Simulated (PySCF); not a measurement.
C4H5Br, SMILES CC=C=CBr. The structure is a stationary point at PBE-D3(BJ)/def2-SVP.

Method: PySCF 2.14.0 with PBE-D3(BJ)/def2-SVP.

Harmonic wavenumbers (cm⁻¹): 97, 147, 194, 258, 418, 538, 652, 679, 830, 871, 997, 1049, 1107, 1175, 1329, 1361, 1401, 1423, 2012, 2965, 3036, 3041, 3089, 3129. Rotational constants (GHz): 13.29, 1.070, 1.032; symmetry number 1.

### Question
Work out the zero-point energy and the ideal-gas rigid-rotor harmonic-oscillator thermochemistry at 298.15 K and 1 atm.

### Answer
ZPE = ½ Σ hcν = ½ × 31798 cm⁻¹ = 190.19 kJ/mol. H − E(el) = 209.17 kJ/mol. Entropy in J/(mol K): translation 169.74, rotation 114.99, vibration 54.19, total 338.92. G − E(el) = 108.12 kJ/mol. Cp = 94.61 J/(mol K). Modes under 150 cm⁻¹ make the vibrational entropy uncertain.
